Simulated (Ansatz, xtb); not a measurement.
**C6H7N2O+: which of two isomers lies lower**

We compare I, `C=Cn1cc[n+](C=O)c1`, a singlet, with II, `CC[n+]1cocc1C#N`, a singlet. Both are isolated ions in the gas phase, relaxed with B3LYP/def2-SVP; the shapes shown needn't be the lowest conformers.

I (Å):

| atom | x (Å) | y (Å) | z (Å) |
| --- | --- | --- | --- |
| C | -2.4555 | -0.2545 | 1.7216 |
| C | -1.1364 | -0.0991 | 1.6268 |
| C | -0.8101 | -1.0619 | -0.6987 |
| C | 0.2761 | -1.2407 | -1.4989 |
| C | 2.7638 | -0.7369 | -1.2371 |
| C | 0.9620 | -0.3063 | 0.4006 |
| N | -0.3599 | -0.4755 | 0.4857 |
| N | 1.3759 | -0.7635 | -0.7976 |
| O | 3.6136 | -0.3010 | -0.5345 |
| H | -3.0797 | -0.6855 | 0.9359 |
| H | -2.9592 | 0.0648 | 2.6360 |
| H | -0.5299 | 0.3350 | 2.4240 |
| H | -1.8545 | -1.3019 | -0.8730 |
| H | 0.3578 | -1.6635 | -2.4981 |
| H | 2.8847 | -1.1586 | -2.2560 |
| H | 1.6147 | 0.1258 | 1.1580 |

II (Å):

```xyz
16

C     0.8205   -0.9727   -1.0513
C     0.5333    0.5041   -0.8083
C     2.4131    1.7820    0.2566
C     2.0348    1.5216    2.3730
C     1.0433    0.8678    1.7006
C    -0.0810    0.1400    2.1721
N     1.3173    1.0579    0.3329
N    -1.0048   -0.4573    2.5389
O     2.8671    2.0764    1.4531
H     0.2110   -1.3055   -1.9046
H     1.8781   -1.1454   -1.3010
H     0.5465   -1.5936   -0.1857
H    -0.5241    0.6840   -0.5654
H     0.7877    1.1242   -1.6794
H     2.9296    2.1310   -0.6383
H     2.2594    1.6712    3.4268
```

Energies in hartree; the thermal terms are from GFN2-xTB frequencies at re-optimised GFN2-xTB minima (ideal gas, soft modes damped towards free rotors, one conformer each, 298.15 K, 1 atm) and include the zero-point energy:

|  | I | II |
| --- | --- | --- |
| E, CCSD(T)/def2-SVP | −415.861289 | −415.837962 |
| E, MP2/def2-SVP | −415.757516 | −415.737791 |
| E, MP2/def2-TZVPP | −416.505641 | −416.488273 |
| zero-point energy | 0.121151 | 0.122752 |
| H(298 K) − E | 0.130359 | 0.132100 |
| G(298 K) − E | 0.087943 | 0.089318 |

Question: Correct the CCSD(T) difference for the basis set by the MP2 change, then work out ΔE, ΔE₀, ΔH and ΔG for I → II in kJ/mol (1 Eh = 2625.50 kJ/mol) and the equilibrium ratio [II]/[I].

Answer: 1. Differences II − I: CCSD(T) +0.023327, MP2 in the small set +0.019725, MP2 in the large set +0.017368 Eh.
2. ΔE = +0.023327 + (+0.017368 − (+0.019725)) = +0.020970 Eh = +55.06 kJ/mol.
3. ΔE₀ = ΔE + ΔZPE = +0.020970 + (+0.001601) Eh = +59.26 kJ/mol.
4. ΔH = ΔE + (+0.001741) Eh = +59.63 kJ/mol.
5. ΔG = ΔE + (+0.001375) Eh = +58.67 kJ/mol, so ΔS = (ΔH − ΔG)/T = +3.2 J/(mol K).
6. kT = 0.9442 mEh, so K = [II]/[I] = exp(−ΔG/kT) = exp(−23.67) ≈ 5.3 × 10^−11.

Structure I is favoured at this temperature. An error of 4 kJ/mol in ΔG would change K by a factor of 5. HF/STO-3G gave ΔE the other sign. Mirror images and further conformers aren't counted.

As drawn, II has 2 C–C, 2 C∷O, 1 C≡N in place of 1 C=C, 1 C–N, 2 C∷N, 1 C=O (∷ is an aromatic bond).

Other levels gave ΔE = +74.8 (GFN2-xTB); −62.0 (HF/STO-3G, GFN2-xTB geometries); +84.5 (r2SCAN-D4/def2-SVP, GFN2-xTB geometries); +79.8 (B3LYP/def2-SVP); +76.7 (HF/def2-SVP); +51.8 (MP2/def2-SVP); +61.2 (CCSD(T)/def2-SVP) kJ/mol. The correlated steps freeze 9 core orbitals. Programs: Ansatz 0.2.0, xtb 6.7.1.
